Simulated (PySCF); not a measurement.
**A small calculation by hand: chemical shift, span and skew from a shielding tensor**

H₈N₂OSi₂, SMILES O[Si@@H](N[SiH3])N. Atoms are numbered in the order given.

```xyz
13

N     -1.3094     0.8182     0.9086
Si    -0.8442     0.0886    -0.5802
O     -0.7414     1.0598    -1.9377
N      0.7738    -0.4656    -0.3492
Si     1.5238    -0.8210     1.1860
H     -0.8063     1.6062     1.3047
H     -2.2549     0.7498     1.2683
H     -1.8846    -0.9515    -0.8260
H     -1.5737     1.2541    -2.3838
H      1.3630    -0.5268    -1.1756
H      0.7033    -1.7651     1.9976
H      2.8457    -1.4519     0.8954
H      1.7728     0.3920     2.0242
```
Charge 0, spin multiplicity 1.

Geometry: B3LYP-D3(BJ)/def2-SVP. The structure was generated by enumeration; whether it is a known compound was not checked. Other conformers were not sampled.

GIAO shieldings from HF/pcSseg-1 (PySCF), non-relativistic, no solvent. The symmetric part of the tensor of N4 has the principal values 229.0, 259.8, 294.9 ppm. The same nucleus in NH3 has σ = 267.3 ppm at this level (PySCF, at its B3LYP-D3(BJ)/def2-TZVP geometry).

**Question.** Work out the isotropic shielding, the ¹⁵N shift against NH3, the span and the skew.

**Answer.** 
σ(iso) = (σ11 + σ22 + σ33)/3 = 261.2 ppm. δ = σ(ref) − σ(iso) = 267.3 − (261.2) = 6.1 ppm.
Span Ω = σ33 − σ11 = 65.9 ppm. Skew κ = 3(σ(iso) − σ22)/Ω = 0.07. Tumbling in solution averages the tensor to δ; in a static solid the shielding alone would spread this spin-1/2 line over Ω.
